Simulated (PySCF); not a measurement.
Species: benzo[b]thiophene, C₈H₆S.
Atom-mapped SMILES: `[cH:1]1[cH:2][cH:3][c:4]2[s:5][cH:6][cH:7][c:8]2[cH:9]1` (hydrogens: H10 on C1; H11 on C2; H12 on C3; H13 on C6; H14 on C7; H15 on C9)

Level: PBE0/def2-SVPD in PySCF, non-relativistic, on one gas-phase PBE0-D3(BJ)/def2-SVP geometry that isn't relaxed in the solvent. The solvent is an IEF-PCM continuum (Bondi radii, 1.10 Å for H, scaled by 1.2), and excitations are vertical TDDFT with non-equilibrium linear response and a frozen core. Specific hydrogen bonds and non-electrostatic terms are outside this model.

```json
{"run": "gas", "E − E(gas) (kJ/mol)": "0.00", "HOMO (eV)": "-6.40", "HOMO–LUMO gap (eV)": "5.49", "dipole (D)": "0.66", "lowest singlet (eV)": "4.70", "static polarisability (au)": "109.5"}
{"run": "P", "E − E(gas) (kJ/mol)": "-16.72", "HOMO (eV)": "-6.45", "HOMO–LUMO gap (eV)": "5.52", "dipole (D)": "0.91", "lowest singlet (eV)": "4.70", "static polarisability (au)": "160.7"}
{"run": "Q", "E − E(gas) (kJ/mol)": "-11.62", "HOMO (eV)": "-6.42", "HOMO–LUMO gap (eV)": "5.51", "dipole (D)": "0.84", "lowest singlet (eV)": "4.68", "static polarisability (au)": "144.2"}
```

**Question.** The runs were made in chloroform and methanol. Which run belongs to which solvent?

**Answer.** P = methanol, Q = chloroform. The dielectric constants are 4.711 (chloroform), 32.61 (methanol), and the energy falls further as ε rises. The optical constants n² used for the excitations are 2.09, 1.77 in the same order. In this model the ground state sees the solvent through ε alone.

**Question.** How constant is the ratio of the lowering to (ε − 1)/(2ε + 1)?

**Answer.** 
```
   solvent  (ε − 1)/(2ε + 1)  E − E(gas) (kJ/mol)  ratio (kJ/mol)  polarisation term (kJ/mol)
chloroform             0.356               -11.62           -32.6                      -12.82
  methanol             0.477               -16.72           -35.0                      -19.27
```

The ratio changes by +7.4 % in size from chloroform to methanol. The polarisation term is half the interaction of the solute with the induced surface charges.
